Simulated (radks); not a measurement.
Valence configurations of the bromine ion Br+ (all share [Ar]). Calculated with a radial shooting solver on a logarithmic mesh with Libxc functionals: scalar-relativistic Kohn-Sham, PBE, spin-unpolarised, spherical densities, finite nucleus; Fermi nuclear charge, rms radius 4.1629 fm. Energies are relative to 3d10 4s2 4p4; eigenvalues in eV.

| valence | E (eV) | e(3d) | e(4p) | e(4s) |
|---|---|---|---|---|
| 3d10 4s2 4p4 | 0.000 | -77.917 | -17.471 | -30.395 |
| 3d9 4s2 4p5 | 65.889 | -90.769 | -19.312 | -33.123 |
| 3d8 4s2 4p6 | 143.03 | -104.09 | -21.125 | -35.765 |
| 3d10 4s1 4p5 | 13.004 | -79.480 | -18.129 | -31.213 |
| 3d10 4p6 | 26.162 | -80.993 | -18.758 | - |
| 3d10 4s1.5 4p4.5 | 6.482 | -78.705 | -17.804 | -30.809 |
| 3d9 4s1.5 4p5.5 | 72.812 | -91.505 | -19.623 | -33.504 |
| 3d8.5 4s1.5 4p6 | 110.16 | -98.083 | -20.522 | -34.820 |

NIST lists [Ar] 3d10 4s2 4p4 as the ground configuration; this level of theory agrees among the configurations tried. The energies are those of spherical spin-averaged densities, not of single terms.
